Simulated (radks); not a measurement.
Neutral iridium inside a hard spherical wall (all orbitals vanish at R), configuration held at [Xe] 4f14 5d7 6s2 and not refilled when levels cross. All-electron calculation, scalar-relativistic Kohn-Sham, LDA (Slater exchange, Perdew-Wang correlation), spin-unpolarised, spherical densities, point nucleus. Program: a radial shooting solver on a logarithmic mesh with Libxc functionals. Eigenvalues in eV, with the zero of energy where the potential of the charges vanishes at infinity; a dash marks a level that is unbound or too diffuse for the functional's potential to be trusted. A positive occupied level is held by the wall or, in an anion where self-interaction has pushed it up, behind a barrier. The pressure on the wall is -dE/dV.

| R (bohr) | E (hartree) | kinetic (hartree) | e(4f) | e(5p) | e(5d) | e(6s) | e(6p, empty) | e(7s, empty) | pressure (GPa) |
|---|---|---|---|---|---|---|---|---|---|
| free | -17817.4962 | 19809.046 | -62.539 | -54.924 | -7.356 | -6.584 | -1.346 | -0.014 | 0 |
| 20 | -17817.4962 | 19809.046 | -62.539 | -54.924 | -7.356 | -6.584 | -1.346 | 0.119 | < 0.0001 |
| 15 | -17817.4962 | 19809.046 | -62.539 | -54.924 | -7.356 | -6.584 | -1.343 | 0.350 | < 0.0001 |
| 10 | -17817.4961 | 19809.048 | -62.529 | -54.915 | -7.346 | -6.575 | -1.251 | 1.613 | 0.00376 |
| 8 | -17817.4944 | 19809.065 | -62.439 | -54.825 | -7.263 | -6.494 | -0.934 | 3.752 | 0.0895 |
| 6 | -17817.4692 | 19809.251 | -61.690 | -54.100 | -6.599 | -5.778 | 0.647 | 10.796 | 2.39 |
| 5 | -17817.3892 | 19809.720 | -60.177 | -52.675 | -5.305 | -4.218 | 3.364 | 20.468 | 14.0 |
| 4 | -17817.0421 | 19811.407 | -55.954 | -48.853 | -1.735 | 0.704 | 10.908 | 43.382 | 99.8 |
| 2.5 | -17811.7861 | 19832.248 | -28.397 | -25.932 | 24.062 | 48.113 | 73.578 | 191.77 | 4230 |
| 2 | -17800.7647 | 19872.493 | 2.943 | 1.653 | 59.055 | 123.40 | 163.02 | 374.26 | 22900 |
